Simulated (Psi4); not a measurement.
H2Br2O2Si (SMILES O[Si](O)(Br)Br), singlet, geometry from GFN2-xTB; Psi4 with HF/def2-SVPD.

The Psi4 input:
```
memory 2 GB

molecule {
0 1
O    -0.18985248   -1.72998463    1.09035362
Si   -0.44853231   -0.50793548    0.07732491
O    -1.83158935   -0.55917494   -0.74186632
Br   -0.35264536    1.25434536    1.37818731
Br    1.07079538   -0.44108426   -1.50199308
H     0.01093154   -2.62350047    0.83048565
H    -2.69519542   -0.41626464   -0.36773087
}

set {
  basis def2-svpd
}

energy('scf')
print_variables()
```

It wrote (shortened):

```
   => Loading Basis Set <=

    Name: DEF2-SVPD
    Role: ORBITAL
    Keyword: BASIS

         ---------------------------------------------------------
                                   SCF
               by Justin Turney, Rob Parrish, Andy Simmonett
                          and Daniel G. A. Smith
                              RHF Reference
         ---------------------------------------------------------

  ==> Geometry <==

    Molecular point group: c1
    Full point group: C1

    Geometry (in Angstrom), charge = 0, multiplicity = 1:

       Center              X                  Y                   Z               Mass
    ------------   -----------------  -----------------  -----------------  -----------------
         O           -0.231198264847    -1.776806212308     1.097481444206    15.994914619570
         SI          -0.489878094847    -0.554757062308     0.084452734206    27.976926534650
         O           -1.872935134847    -0.605996522308    -0.734738495794    15.994914619570
         BR          -0.393991144847     1.207523777692     1.385315134206    78.918337600000
         BR           1.029449595153    -0.487905842308    -1.494865255794    78.918337600000
         H           -0.030414244847    -2.670322052308     0.837613474206     1.007825032230
         H           -2.736541204847    -0.463086222308    -0.360603045794     1.007825032230

  Running in c1 symmetry.

  Rotational constants: A =      0.08099  B =      0.02872  C =      0.02535 [cm^-1]
  Rotational constants: A =   2427.96295  B =    861.03720  C =    759.85626 [MHz]
  Nuclear repulsion =  732.242491732355688

  Charge       = 0
  Multiplicity = 1
  Electrons    = 102
  Nalpha       = 51
  Nbeta        = 51

  ==> Algorithm <==

  SCF Algorithm Type is DF.
  DIIS enabled.
  MOM disabled.
  Fractional occupation disabled.
  Guess Type is SAD.
  Energy threshold   = 1.00e-06
  Density threshold  = 1.00e-06
  Integral threshold = 1.00e-12

  ==> Primary Basis <==

  Basis Set: DEF2-SVPD
    Blend: DEF2-SVPD
    Number of shells: 66
    Number of basis functions: 168
    Number of Cartesian functions: 182
    Spherical Harmonics?: true
    Max angular momentum: 2

   => Loading Basis Set <=

    Name: (DEF2-SVPD AUX)
    Role: JKFIT
    Keyword: DF_BASIS_SCF

  ==> Integral Setup <==

  SCF_SUBTYPE=INCORE selected. In-core MEM_DF algorithm will be used.
  Using in-core AOs.

  ==> MemDFJK: Density-Fitted J/K Matrices <==

    J tasked:                   Yes
    K tasked:                   Yes
    wK tasked:                   No
    Algorithm:                 Core
    Schwarz Cutoff:           1E-12
    Mask sparsity (%):       5.0737
    Fitting Condition:        1E-10

   => Auxiliary Basis Set <=

  Basis Set: (DEF2-SVPD AUX)
    Blend: DEF2-UNIVERSAL-JKFIT
    Number of shells: 220
    Number of basis functions: 850
    Number of Cartesian functions: 1123
    Spherical Harmonics?: true
    Max angular momentum: 5

  Minimum eigenvalue in the overlap matrix is 2.6680126448E-04.
  Reciprocal condition number of the overlap matrix is 3.0475646224E-05.
    Using symmetric orthogonalization.

  ==> Pre-Iterations <==

  SCF Guess: Superposition of Atomic Densities via on-the-fly atomic UHF (no occupation information).

   -------------------------
    Irrep   Nso     Nmo
   -------------------------
     A        168     168
   -------------------------
    Total     168     168
   -------------------------

  ==> Iterations <==

                           Total Energy        Delta E     RMS |[F,P]|

   @DF-RHF iter SAD: -5580.25367215621736   -5.58025e+03   0.00000e+00
   @DF-RHF iter   1: -5583.53723819905645   -3.28357e+00   9.59987e-03 ADIIS/DIIS
   @DF-RHF iter   2: -5583.90335241718913   -3.66114e-01   5.15402e-03 ADIIS/DIIS
   @DF-RHF iter   3: -5584.03355363038463   -1.30201e-01   2.66241e-04 ADIIS/DIIS
   @DF-RHF iter   4: -5584.03463726777863   -1.08364e-03   1.09683e-04 ADIIS/DIIS
   @DF-RHF iter   5: -5584.03483311085893   -1.95843e-04   2.20478e-05 DIIS
   @DF-RHF iter   6: -5584.03485128506509   -1.81742e-05   6.92748e-06 DIIS
   @DF-RHF iter   7: -5584.03485307375649   -1.78869e-06   2.46176e-06 DIIS
   @DF-RHF iter   8: -5584.03485324187841   -1.68122e-07   5.07164e-07 DIIS
  Energy and wave function converged.

  ==> Post-Iterations <==

    Orbital Energies [Eh]
    ---------------------

    Doubly Occupied:

[...]
    Virtual:

[...]
    Final Occupation by Irrep:
              A
    DOCC [    51 ]
    NA   [    51 ]
    NB   [    51 ]

  @DF-RHF Final Energy: -5584.03485324187841

   => Energetics <=

    Nuclear Repulsion Energy =            732.2424917323556883
    One-Electron Energy =               -9235.2344808143025148
    Two-Electron Energy =                2918.9571358400689860
    Total Energy =                      -5584.0348532418784089

Computation Completed

Properties will be evaluated at   0.000000,   0.000000,   0.000000 [a0]

Properties computed using the SCF density matrix

 Multipole Moments:

 ------------------------------------------------------------------------------------
     Multipole            Electronic (a.u.)      Nuclear  (a.u.)        Total (a.u.)
 ------------------------------------------------------------------------------------

 L = 1.  Multiply by 2.5417464519 to convert [e a0] to [Debye]
 Dipole X            :          7.3471669           -7.9694857           -0.6223188
 Dipole Y            :          8.3202183           -9.0249565           -0.7047381
 Dipole Z            :         -1.2666179            1.3739028            0.1072849
 Magnitude           :                                                    0.9462804

 ------------------------------------------------------------------------------------

  Variable Map:
  ----------------------------------------------------------------------------
[...]
  Array Variable Map:
  ----------------------------------------------------------------------------
[...]
[...]
```
